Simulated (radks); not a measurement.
Spherical jellium clusters: N electrons in a uniform positive sphere of charge N and radius rs N^(1/3), rs = 4.12 bohr. Calculated with a radial shooting solver with Libxc functionals: non-relativistic Kohn-Sham, LDA (Slater exchange, Perdew-Wang correlation), spin-polarised, spherical densities. Levels are named by radial order and angular momentum (1s, 1p, 1d, 2s, ...), and open shells are averaged over m.

N = 22, configuration 1s2 1p6 1d10 2s2 1f(up 2, down 0). This is the lowest configuration that the search found. Occupied and some empty levels:

level,occupation,eigenvalue (eV),<r> (bohr)
1s up,1,-4.9415,7.373
1s down,1,-4.8625,7.233
1p up,3,-4.2959,8.515
1p down,3,-4.1903,8.451
1d up,5,-3.4378,9.351
1d down,5,-3.3188,9.333
2s up,1,-2.8764,7.550
2s down,1,-2.8202,7.625
1f up,2,-2.4153,10.11
1f down,0,-2.2922,10.12
2p up,0,-1.7393,9.378
2p down,0,-1.6803,9.426
1g up,0,-1.2749,10.91
1g down,0,-1.1562,10.98
2d up,0,-0.72223,11.87
2d down,0,-0.66676,12.01

Energy (eV): total -40.9950, kinetic 36.104, external -1352.7, Hartree 669.33, exchange-correlation -78.181, background 684.50.
